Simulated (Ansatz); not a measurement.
This geometry of C$_{2}$H$_{6}$BFN$_{2}$ (12 atoms, charge 0, multiplicity 1) is a first-order saddle point.

All numbers below come from RKS revPBE/def2-SVP in Ansatz 0.2.0.

```xyz
12
Properties=species:S:1:pos:R:3
N -0.586 -1.087 1.443
C 0.166 -0.040 0.709
N 0.656 -0.525 -0.614
C 0.026 0.524 -1.480
B -0.722 0.982 -0.152
F -1.684 1.860 0.126
H -0.216 -1.997 1.134
H -0.399 -1.022 2.452
H 0.972 0.431 1.335
H 1.675 -0.617 -0.699
H 0.722 1.312 -1.865
H -0.534 0.125 -2.355
```

Which two structures does it join? (They come from a converged band through this point; their orientation in space is the band's.)

No bond is made or broken. The dihedral H8–N1–C2–H9 goes from -60 to 94°.

Image 0:

```xyz
12
Properties=species:S:1:pos:R:3
N -0.419 -0.935 1.710
C 0.127 -0.024 0.732
N 0.645 -0.560 -0.590
C 0.108 0.534 -1.460
B -0.777 0.919 -0.196
F -1.858 1.671 -0.001
H -1.088 -1.573 1.260
H 0.319 -1.535 2.104
H 0.892 0.611 1.254
H 1.666 -0.691 -0.640
H 0.833 1.341 -1.736
H -0.371 0.185 -2.403
```

Image 10:

```xyz
12
Properties=species:S:1:pos:R:3
N -0.438 -1.406 1.025
C 0.115 -0.094 0.834
N 0.939 0.003 -0.458
C -0.155 0.265 -1.479
B -0.533 0.973 -0.129
F -0.559 2.317 0.091
H 0.117 -1.985 1.666
H -1.395 -1.354 1.385
H 0.720 0.318 1.676
H 1.693 0.700 -0.434
H 0.175 0.894 -2.328
H -0.603 -0.686 -1.814
```

How far does it lie above each of them?

0.229 eV above the first and 0.239 eV above the second. This is the barrier of this one path; another mechanism may lie lower.

The run took 5.5 min on 2 threads of Arm Neoverse V1 (shared host), peak memory 0.15 GiB.
